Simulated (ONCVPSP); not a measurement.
# Reading a pseudo-wave (N (Z = 7))

Columns: radius, all-electron u(r) and pseudo u(r) of the 2s shell (level -67.85 eV) of nitrogen in the configuration [He] 2s2; PBEsol, scalar-relativistic, ONCV scheme, ONCVPSP 4.0.1.

| r (bohr) | all-electron | pseudo |
| --- | --- | --- |
| 0.050 | -0.3382 | 0.0620 |
| 0.100 | -0.4565 | 0.1235 |
| 0.150 | -0.4404 | 0.1845 |
| 0.200 | -0.3452 | 0.2454 |
| 0.250 | -0.2067 | 0.3070 |
| 0.300 | -0.0488 | 0.3704 |
| 0.350 | 0.1130 | 0.4354 |
| 0.400 | 0.2688 | 0.5013 |
| 0.450 | 0.4128 | 0.5667 |
| 0.500 | 0.5413 | 0.6298 |
| 0.550 | 0.6535 | 0.6895 |
| 0.600 | 0.7489 | 0.7454 |
| 0.650 | 0.8272 | 0.7982 |
| 0.700 | 0.8894 | 0.8482 |
| 0.750 | 0.9365 | 0.8952 |
| 0.800 | 0.9699 | 0.9373 |
| 0.850 | 0.9907 | 0.9710 |
| 0.900 | 1.0004 | 0.9924 |
| 0.950 | 1.0006 | 0.9992 |
| 1.000 | 0.9924 | 0.9923 |
| 1.050 | 0.9772 | 0.9771 |
| 1.100 | 0.9561 | 0.9561 |
| 1.150 | 0.9303 | 0.9303 |
| 1.200 | 0.9007 | 0.9006 |
| 1.250 | 0.8681 | 0.8681 |
| 1.300 | 0.8334 | 0.8334 |

Problem. How many radial nodes do the two functions have?

Solution. The all-electron 2s function has n − l − 1 = 1; the pseudo-wave has 0, since the states of the same l below it are removed with the core.

Problem. At about which radius was the pseudo-wave matched?

Solution. 1.00 bohr, where the columns begin to agree (steps of 0.05 bohr).

Problem. Where does each function peak?

Solution. Outermost all-electron maximum near 0.95 bohr, pseudo maximum near 0.95 bohr (to the table’s step).

Problem. Is the pseudo-wave norm-conserving?

Solution. Yes: the ONCV scheme keeps the norm inside the radius equal to the all-electron one, which fixes the energy derivative of the logarithmic derivative at the level.
